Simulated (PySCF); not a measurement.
EPR parameters of [C5H3FO3S]-

Compound: C5H3FO3S (charge -1 and doublet state).
Geometry (GFN2-xTB, Å), atoms numbered from 1 in this order:
```xyz
13
C5H3FO3S angstrom
O     -0.0493   -1.9083    0.1838
C      0.3989   -0.7386    0.0860
C     -0.2393    0.4716   -0.2388
O     -1.6004    0.6506   -0.4769
C     -2.4958   -0.2652   -0.1608
O     -3.6772   -0.0924   -0.3648
C      0.5734    1.5918   -0.3531
S      2.2731    1.1942   -0.2166
C      1.8921   -0.4812    0.3425
F      2.1821   -0.6065    1.7015
H     -2.0975   -1.1861    0.2895
H      0.2885    2.5755   -0.6559
H      2.5471   -1.2049   -0.1541
```

The hyperfine couplings belong to this conformer and change with its torsions.

The species is `O=C1C(O[CH][O-])=CS[C@H]1F` [radical] (charge -1).

Computed, not measured: UKS B3LYP, pcH-1 on C F H O S, non-relativistic, mean-field spin-orbit, GIAO in PySCF. Whether the extra electron is bound in the gas phase wasn't checked; a finite basis holds it in any case. A GFN2-xTB geometry isn't a minimum of the functional, and hyperfine couplings can be far from their values at a DFT geometry, by a factor of two or more for some ions and for spin on atoms past the first row. Stability of the SCF solution: not tested.

```json
{
 "g1, g2, g3": "2.00164, 2.00378, 2.00577",
 "g_iso": "2.00373",
 "Form of g": "rhombic: the two nearest values differ by 48 % of g3 − g1",
 "⟨S²⟩": "0.7641 (exact 0.7500)",
 "HOMO–LUMO gap, α and β orbitals": "3.22, 4.43 eV"
}
```

Hyperfine couplings atom by atom, in MHz; T1 to T3 are the principal values of the dipolar part:

```
atom  isotope  a_iso  of which spin–orbit     T1     T2     T3  Mulliken spin population
  O1      17O  -23.5                 -0.2  -88.3   43.1   45.2                      0.26
  C2      13C   11.1                  0.0  -24.2  -19.9   44.2                      0.23
  C3      13C  -30.2                  0.0   -6.0    2.0    4.0                     -0.07
  O4      17O    0.9                  0.0   -0.8    0.1    0.7                      0.00
  C5      13C   -1.7                  0.0   -0.8   -0.1    0.9                      0.00
  O6      17O    0.4                  0.0   -1.0   -0.7    1.7                      0.00
  C7      13C   52.3                  0.1  -44.9  -43.7   88.6                      0.53
  S8      33S   -0.5                 -0.1   -5.8   -2.5    8.4                      0.02
  C9      13C    0.6                 -0.1   -0.9   -0.8    1.8                      0.03
 F10      19F  351.9                  0.6  -52.9  -52.0  104.9                      0.02
 H11       1H    0.7                  0.0   -2.9   -1.9    4.8                      0.00
 H12       1H  -37.4                  0.0  -22.9    1.1   21.8                     -0.03
 H13       1H   15.3                  0.0   -1.9   -1.6    3.5                      0.01
```

The Mulliken spin populations are largest on C7 (+0.53), O1 (+0.26), C2 (+0.23) and C3 (-0.07). Three atoms exceed +0.15. The positive populations add up to 1.10 and the negative ones to -0.10, together 2S = 1. The angles at C7 add up to 359.2°, so it is planar.

C5, the radical centre as drawn in `O=C1C(O[CH][O-])=CS[C@H]1F`, holds a spin population of 0.00 out of 1.

Axes: g2 points within 9° of the C2–C9 bond and g3 points within 9° of the C7–H12 bond.

Under fast tumbling the dipolar parts average out, and these isotropic splittings remain: 1 × 19F (F10, I = 1/2, 2 lines) with 12.55 mT, 1 × 1H (H12, I = 1/2, 2 lines) with 1.33 mT and 1 × 1H (H13, I = 1/2, 2 lines) with 0.55 mT.

The 13C coupling of C7 (52.3 MHz) shows only in satellite lines or after enrichment, since that isotope makes up about 1.07 % of natural carbon.

The 17O coupling of O1 (-23.5 MHz) shows only in satellite lines or after enrichment, since that isotope makes up about 0.038 % of natural oxygen.

Time: 1.8 min wall (with the writing of density and orbital grids); peak memory 1.1 GiB. Hardware: an Arm Neoverse V2 with one thread, no GPU, on a shared host.
